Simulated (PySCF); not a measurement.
Dipole moment and polarisability of `B[N]([GeH3])[GeH3]`

BGe₂H₈N.
Atom-mapped SMILES: `[BH2:1][N:2]([GeH3:3])[GeH3:4]` (hydrogens: H5, H6 on B1; H7, H8, H9 on Ge3; H10, H11, H12 on Ge4)

Cartesian coordinates in Å at the PBE0-D3(BJ)/def2-SVP level; atoms count from 1:
```xyz
12
BGe2H8N angstrom
B     -0.5978    1.6633   -0.6367
N     -0.3293    0.3437   -0.2443
Ge    -1.6914   -0.8979    0.0403
Ge     1.4509   -0.1722   -0.0075
H      0.3257    2.4359   -0.8115
H     -1.7397    2.0392   -0.8029
H     -1.5979   -1.4082    1.4909
H     -1.4868   -2.0833   -0.9223
H     -3.0265   -0.1899   -0.2187
H      2.2045   -0.0190   -1.3377
H      2.0901    0.6992    1.0843
H      1.4291   -1.6497    0.4295
```

Level: PBE0/def2-SVPD (PySCF), static field, nuclei fixed, core orbitals frozen in the response. The polarisability tensor in these axes (au):

```
x   93.09  1.47  0.72
y    1.47 88.56 -5.09
z    0.72 -5.09 71.95
```

Give the principal values, the mean and the anisotropy Δα = √{½[(α1 − α2)² + (α2 − α3)² + (α1 − α3)²]}.

Principal values 70.46, 89.58 and 93.56 au; mean 84.53 au = 12.53 Å³ = 13.94 × 10⁻⁴⁰ C²·m²/J; Δα = 21.39 au (25 % of the mean).

What is the dipole moment, and where does it point?

(0.30, -1.37, 0.41) D, 1.46 D in size, pointing from the negative to the positive side. Measured along this direction, the outermost atoms are H6 and H5 at the negative end and H12 at the positive end.

Find the Langevin capture rate constant for O2+ (31.990 u) meeting this molecule (180.917 u), k = 2.342 × 10⁻⁹ cm³/s × √(α in Å³ / reduced mass in u).

The reduced mass is 27.18 u, so k = 1.59 × 10⁻⁹ cm³/s. The formula leaves out the permanent dipole, which adds to the capture rate.

What depolarisation ratio follows for Rayleigh scattering of linearly polarised light, taking the static tensor?

ρ = 3Δα²/(45ᾱ² + 4Δα²) = 1372.9/(321556 + 1830.5) = 0.00425.

In a dilute gas of rigid molecules at 298 K, how does the orientational term μ²/3kT compare with the electronic polarisability?

In Gaussian units μ²/3kT = 17.39 Å³ against 12.53 Å³, a ratio of 1.39; the Debye molar polarisation (4π/3)N_A(α + μ²/3kT) is 75.5 cm³/mol, leaving out the vibrational part.

Estimate the molar refractivity from the static electronic polarisability.

Lorentz–Lorenz: R = (4π/3)N_A α = 2.5225 cm³/(mol·Å³) × 12.53 Å³ = 31.6 cm³/mol, in the limit of long wavelengths.

Geometry: PBE0-D3(BJ)/def2-SVP; no solvent, vibrations or thermal averaging. The calculation is non-relativistic, for germanium too.

The run behind these numbers computed excited states as well. Rough CPU time on one thread of a shared machine: about 50 s.
